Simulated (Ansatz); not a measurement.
Ansatz (an electronic-structure program) input:

Ansatz 0.2 input:
```yaml
crystal:
  periodic: [false, false, false]
  atoms:
    - {symbol: Mo, position_ang: [-0.00000000, -0.00000000, -0.27163816]}
    - {symbol: O, position_ang: [0.00000000, 0.00000000, 1.42610032]}
basis:
  gaussian:
    orbitals: def2-TZVP
hamiltonian:
  xc: b3lyp
  dispersion: d3bj
magnetization: {spin_polarized: true, initial_magnetization: 4}
phonons: {temperatures: {t_min: 298.15, t_max: 298.15, t_step: 100}}
```

Task: Which total energy does the run end on?

Result: -143.42025 Eh (B3LYP-D3(BJ)/def2-TZVP). The basis has 71 functions.

The spin state was set by rule; other spins were not relaxed.
